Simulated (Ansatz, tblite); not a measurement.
Cost and result up the ladder for Cs₂Cl₂ (4 atoms). The state is a singlet with charge 0. Geometry: PBE-D4/def2-TZVP.

```xyz
4

Cs    1.3239    1.5069    1.1341
Cs   -1.3240   -1.5068   -1.1340
Cl    0.7826   -1.6094    1.2250
Cl   -0.7825    1.6094   -1.2251
```

Ansatz on 4 threads of Arm Neoverse V1 on a shared host; xTB runs through tblite on one thread. Times are rough, summed over both states, and most runs start from the orbitals of an earlier one. B2PLYP/def2-TZVP serves as the yardstick here, not as an exact answer. The other state is a triplet at its own geometry, which has other bonds, so the gap mixes isomer and spin.

In the def2 sets Cs takes a core potential; there is no spin–orbit coupling. The xTB rows come from tblite. LC-ωPBE has ω = 0.4 bohr⁻¹. Correlated methods freeze 10 core orbitals; core or outer-core shells of Cs are correlated, in sets that lack core-valence functions. In CCSD on the charge 0 triplet the largest single amplitude is 0.37, so its Hartree–Fock determinant may place the open shell otherwise than the density functionals do. HOMO above LUMO, or a gap near zero within one spin, warns that the state may not be the lowest or that an electron is smeared out. In the triplet, Cl3 and Cl4 lie 2.68 Å apart (atoms count from 1), so these atoms are partly bonded to each other. The structure comes from a short search, and lower isomers may exist.

Run but left out: HF/def2-TZVP, HF/def2-TZVPP, MP2/def2-TZVP, MP2/def2-TZVPP (triplet: a determinant that CCSD turns far, T1 0.053).

Correlated methods converge slowly with the basis.

xTB has no spin-polarisation term.

```json
{"level": "GFN1-xTB", "functions": "26", "wall time": "0.006 s", "triplet − singlet (eV)": "3.82", "difference from B2PLYP/def2-TZVP (eV)": "-0.45", "remarks": "–"}
{"level": "GFN2-xTB", "functions": "26", "wall time": "0.009 s", "triplet − singlet (eV)": "3.54", "difference from B2PLYP/def2-TZVP (eV)": "-0.73", "remarks": "–"}
{"level": "PBE-D4/def2-TZVP", "functions": "132", "wall time": "5.2 s", "triplet − singlet (eV)": "3.84", "difference from B2PLYP/def2-TZVP (eV)": "-0.43", "remarks": "–"}
{"level": "revPBE-D4/def2-TZVP", "functions": "132", "wall time": "5.7 s", "triplet − singlet (eV)": "3.78", "difference from B2PLYP/def2-TZVP (eV)": "-0.48", "remarks": "gap within one spin near zero (triplet)"}
{"level": "PBE0-D4/def2-TZVP", "functions": "132", "wall time": "6.7 s", "triplet − singlet (eV)": "4.17", "difference from B2PLYP/def2-TZVP (eV)": "-0.10", "remarks": "–"}
{"level": "RPA@PBE/def2-TZVP", "functions": "132", "wall time": "7.1 s", "triplet − singlet (eV)": "3.75", "difference from B2PLYP/def2-TZVP (eV)": "-0.51", "remarks": "–"}
{"level": "LC-ωPBE/def2-TZVP", "functions": "132", "wall time": "8.6 s", "triplet − singlet (eV)": "4.79", "difference from B2PLYP/def2-TZVP (eV)": "0.52", "remarks": "–"}
{"level": "B2PLYP/def2-TZVP", "functions": "132", "wall time": "8.9 s", "triplet − singlet (eV)": "4.27", "difference from B2PLYP/def2-TZVP (eV)": "0.00", "remarks": "–"}
{"level": "r2SCAN-D4/def2-TZVP (with forces)", "functions": "132", "wall time": "13 s", "triplet − singlet (eV)": "4.18", "difference from B2PLYP/def2-TZVP (eV)": "-0.09", "remarks": "gap within one spin near zero (triplet)"}
{"level": "r2SCANh-D4/def2-TZVP", "functions": "132", "wall time": "13 s", "triplet − singlet (eV)": "4.25", "difference from B2PLYP/def2-TZVP (eV)": "-0.02", "remarks": "–"}
{"level": "B97M-V/def2-TZVP", "functions": "132", "wall time": "24 s", "triplet − singlet (eV)": "3.93", "difference from B2PLYP/def2-TZVP (eV)": "-0.33", "remarks": "–"}
{"level": "CCSD(T)/def2-TZVPP", "functions": "156", "wall time": "56 s", "triplet − singlet (eV)": "4.48", "difference from B2PLYP/def2-TZVP (eV)": "0.21", "remarks": "large T1 (0.053) (triplet)"}
```
